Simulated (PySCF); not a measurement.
Computed IR spectrum (relative IR intensity) of a molecule CH9NSi2. Geometry: PBE0-D3(BJ)/def2-SVP. The values are those of a single conformer. Level of theory: PBE0-D3(BJ)/def2-SVP (PySCF). Frequencies are harmonic and unscaled.

Lines under 2 % of the strongest are left out, and lines within 2 cm⁻¹ are merged.

ν (cm⁻¹): 141 (w), 253 (w), 450 (s), 469 (w), 505 (m), 634 (vw), 693 (w), 734 (w), 807 (m), 829 (vs), 877 (m), 893 (w), 912 (w), 936 (m), 939 (m), 1259 (w), 1430 (vw), 1551 (w), 2195 (m), 2201 (w), 2208 (m), 2212 (s), 3596 (w), 3692 (w) (against the strongest line: vs over 80 %, s over 45 %, m over 15 %, w over 4 %, vw less)

**Question.** Which molecule gave these data?
A. C[SiH2][SiH2]N
B. C[Si@@H](N)[SiH3]
C. NC[SiH2][SiH3]
D. N[SiH2]C[SiH3]

**Answer.** B, C[Si@@H](N)[SiH3]
